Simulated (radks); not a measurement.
The numbers below are computed, except where a source is named.
The mean radii <r> (bohr) of the occupied orbitals of an atom or ion are listed with their occupations. Level of theory: Dirac Kohn-Sham, BLYP, spin-unpolarised, spherical densities, finite nucleus; Fermi nuclear charge, rms radius of each element as measured or else 0.836 A^(1/3) + 0.57 fm (a radial shooting solver on a logarithmic mesh with Libxc functionals).

| orbital | occ. | <r> |
|---|---|---|
| 1s1/2 | 2 | 0.01899 |
| 2s1/2 | 2 | 0.07977 |
| 2p1/2 | 2 | 0.06611 |
| 2p3/2 | 4 | 0.07384 |
| 3s1/2 | 2 | 0.2082 |
| 3p1/2 | 2 | 0.1980 |
| 3p3/2 | 4 | 0.2124 |
| 3d3/2 | 4 | 0.1863 |
| 3d5/2 | 6 | 0.1907 |
| 4s1/2 | 2 | 0.4665 |
| 4p1/2 | 2 | 0.4723 |
| 4p3/2 | 4 | 0.5042 |
| 4d3/2 | 4 | 0.5216 |
| 4d5/2 | 6 | 0.5323 |
| 5s1/2 | 2 | 1.024 |
| 4f5/2 | 6 | 0.5926 |
| 5p1/2 | 1 | 1.085 |
| 4f7/2 | 6 | 0.5990 |

Name the element and its charge. Open shells, if any, fill j = l - 1/2 first.

Answer. Z = 72, hafnium, charge +11: Hf11+ in [Kr] 4d10 4f12 5s2 5p1. The 1s radius gives Z: for a bare nucleus <r> = (2 gamma + 1)/(2Z) with gamma = sqrt(1 - (Z/c)^2), 0.01876 bohr for Z = 72, and screening makes it slightly larger (0.01899 here). The occupations add up to 61, and the charge is Z minus that.
